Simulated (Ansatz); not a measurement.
`C#CO[SiH3]`. The species carries charge 0 and has multiplicity 1.

```
atom    x (Å)    y (Å)    z (Å)
  C1  -0.0206   0.1142   2.2806
  C2  -0.3267  -0.2371   1.1760
  O3  -0.6717  -0.6294  -0.0051
 Si4   0.0573  -0.0282  -1.3963
  H5   0.2435   0.4193   3.2632
  H6  -0.6302  -0.7335  -2.4968
  H7   1.5044  -0.3413  -1.3600
  H8  -0.1560   1.4360  -1.4617
```

List the harmonic frequencies (cm⁻¹, unscaled) at PBE0-D4/def2-TZVP in Ansatz. (Best estimate.)

The calculation gave: 104, 130, 461, 483, 571, 611, 695, 702, 761, 942, 948, 961, 1194, 2250, 2262, 2284, 2299, 3501.

Is this a minimum?

Yes, all 18 modes are real.

Give the ideal-gas thermochemistry at 298.15 K and 1 bar (rigid rotor, harmonic oscillator; point group Cs, symmetry number 1).

Zero-point energy 126.6 kJ/mol; H(298) − E = 143.6 kJ/mol; entropy 306.7 J/(mol·K), of which translation 162.2, rotation 102.7, vibration 41.7; G(298) − E = 52.1 kJ/mol.
